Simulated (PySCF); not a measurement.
# Effect of structural changes

Level of theory: PySCF 2.14.0, quadratic response CAM-B3LYP/def2-TZVPD first hyperpolarisability, Taylor convention, gas phase. Geometry: PBE0-D3(BJ)/def2-TZVP.

Each molecule in one low-energy conformer.

**Question.** How does the norm of the vector part βᵢ = ⅓ Σⱼ (βᵢⱼⱼ + βⱼᵢⱼ + βⱼⱼᵢ) of the static first hyperpolarisability change along this series?
- CC(F)=C=CF (H replaced by CH3)
- FC=C=C(F)[SiH3] (H replaced by SiH3)
- C#CC(F)=C=CF (H replaced by ethynyl)
- O=CC(F)=C=CF (H replaced by CHO)

**Answer.** 
| molecule | static β vector norm (au) | static β HRS (au) | S1 (eV) |
| --- | --- | --- | --- |
| CC(F)=C=CF | 82 | 34 | 5.63 |
| FC=C=C(F)[SiH3] | 189 | 72 | 5.27 |
| C#CC(F)=C=CF | 81 | 35 | 5.00 |
| O=CC(F)=C=CF | 150 | 63 | 3.72 |

The norm of the vector part βᵢ = ⅓ Σⱼ (βᵢⱼⱼ + βⱼᵢⱼ + βⱼⱼᵢ) of the static first hyperpolarisability is lowest for C#CC(F)=C=CF and highest for FC=C=C(F)[SiH3].
